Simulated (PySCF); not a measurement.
Species: C7H10OS.
Geometry (PBE0-D3(BJ)/def2-SVP, Å), atoms numbered from 1 in this order:
```xyz
19
C7H10OS angstrom
C     -1.223    0.595    1.413
C     -1.121   -0.046    0.040
C     -2.235    0.382   -0.891
O      0.091    0.322   -0.605
C      1.257   -0.194   -0.171
C      1.431   -1.298    0.725
C      2.753   -1.591    0.933
S      3.787   -0.549    0.052
C      2.459    0.313   -0.610
H     -0.385    0.299    2.061
H     -1.210    1.692    1.318
H     -2.160    0.299    1.909
H     -1.150   -1.148    0.142
H     -2.215    1.473   -1.029
H     -2.116   -0.092   -1.876
H     -3.215    0.099   -0.479
H      0.621   -1.854    1.196
H      3.169   -2.375    1.564
H      2.601    1.147   -1.294
```

The closed-shell ground state was solved at several levels (PySCF, density fitting, gas phase, non-relativistic).

```json
{"level": "CAM-B3LYP/def2-SVPD", "basis functions": "270", "HOMO (eV)": "-7.36", "LUMO (eV)": "0.72", "gap (eV)": "8.08", "dipole (D)": "2.01"}
{"level": "PBE0/pcSseg-1", "basis functions": "210", "HOMO (eV)": "-6.12", "LUMO (eV)": "-0.30", "gap (eV)": "5.82", "dipole (D)": "2.01"}
```

Problem. What might wB97X-D/pcSseg-1 (210 basis functions) give for the same quantities?

Solution. HOMO -7.90 eV, LUMO 1.41 eV, gap 9.31 eV, dipole 2.06 D.

Problem. Over all these levels, which gives the widest orbital gap and which the narrowest?

Solution. wB97X-D/pcSseg-1 (range-separated hybrid) has the widest, 9.31 eV, and PBE0/pcSseg-1 (global hybrid, 25 % exact exchange) the narrowest, 5.82 eV. The two share the basis. From the narrowest to the widest the HOMO moves by -1.78 eV and the LUMO by +1.71 eV.

Problem. How far do the dipole and the HOMO energy spread over the levels?

Solution. The dipole runs from 2.01 to 2.06 D (mean 2.03 D) and the HOMO from -7.90 to -6.12 eV.

One conformer stands for the species.
